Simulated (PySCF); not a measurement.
GaH2, SMILES [GaH2], multiplicity 2. Atoms are numbered in the order given.

```xyz
3

Ga     0.0000     0.0000     0.0485
H      0.0000    -1.3863    -0.7523
H      0.0000     1.3863    -0.7523
```
Charge 0, spin multiplicity 2.

Coordinates come from a B3LYP-D3(BJ)/def2-TZVPD optimisation. The spin state was assumed, not searched. The isomer is the one that the SMILES or the coordinates give; other isomers of the formula were not compared.

The numbers are results of B3LYP/def2-TZVPD run with PySCF, not measurements.

The molecule is in vacuum.

Q: Estimate the frontier levels, dipole moment and polarisability. (Estimate from the structure and the level; the computed values follow.)

A: 
```
Item                                                                                                             Value
---------------------------------------------------------------------------------------------  -----------------------
α spin, highest occupied and lowest empty level                                                     -5.41 and -2.24 eV
β spin, highest occupied and lowest empty level                                                     -8.13 and -2.87 eV
dipole moment                                                                                                   0.32 D
quadrupole, principal values (traceless, Buckingham form, about the centre of nuclear charge)   -3.08, -1.74, 4.82 D·Å
mean static polarisability                                                                        40.7 bohr³ (6.03 Å³)
polarisability, principal values                                                                34.5, 42.1, 45.5 bohr³
⟨S²⟩                                                                                           0.752 (pure state 0.75)
```
